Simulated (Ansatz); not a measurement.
C2H6BF3Si, singlet, geometry from GFN2-xTB; CASSCF(4,5)/STO-3G run with Ansatz (a first-principles code).

Ansatz was given this input:
Ansatz 0.2 input:
```yaml
crystal:
  periodic: [false, false, false]
  atoms:
    - {symbol: Si, position_ang: [0.60222813, -0.17554100, 0.06058487]}
    - {symbol: F, position_ang: [1.24204822, -0.01142700, 1.52112397]}
    - {symbol: F, position_ang: [0.96156049, -1.70322032, -0.26230577]}
    - {symbol: F, position_ang: [1.68713652, 0.58650342, -0.83912986]}
    - {symbol: B, position_ang: [-1.25408930, 0.36369051, -0.13868610]}
    - {symbol: C, position_ang: [-2.40665425, -0.66553813, 0.14944709]}
    - {symbol: C, position_ang: [-1.60704639, 1.83104571, -0.57698230]}
    - {symbol: H, position_ang: [-2.24245110, -1.23985810, 1.06043360]}
    - {symbol: H, position_ang: [-2.41549610, -1.40755335, -0.65193813]}
    - {symbol: H, position_ang: [-3.40290725, -0.23207562, 0.19395815]}
    - {symbol: H, position_ang: [-2.63854799, 1.97500565, -0.89010010]}
    - {symbol: H, position_ang: [-1.44292404, 2.48932034, 0.27949833]}
    - {symbol: H, position_ang: [-0.95292398, 2.21453225, -1.35859318]}
basis:
  gaussian:
    orbitals: STO-3G
hamiltonian:
  xc: hf
magnetization: {spin_polarized: false}
correlation: {active_space: {window: {electrons: 4, orbitals: 5}}}
```

Q: What does Ansatz print? Leave out banner, timings and long lists.

A: 
```
Functional definition: HF
595 factors; integrals over basis functions are off by at most 1.1e-4 eV
mean field evaluation 1: about -18566.5435 eV, gradient 3.2e1 eV
mean field evaluation 2: about -18566.7254 eV, gradient 3.2e1 eV
mean field evaluation 4: about -18571.1847 eV, gradient 2.0e0 eV
mean field evaluation 8: about -18571.2087 eV, gradient 3.1e-2 eV
mean field -18571.20870043 eV, -682.4793317233 hartree, gradient 7.7e-7 eV, S^2 0.000000; 0 other end points of the search recorded, 0 dependent functions left out
reference -18571.20870043 eV, -682.4793317233 hartree; 32, 32 occupied and 13, 13 virtual orbitals, 595 factors
state -18572.04908272 eV, -682.5102152030 hartree
Total energy: -18572.04908272 eV, -682.5102152030 hartree
```
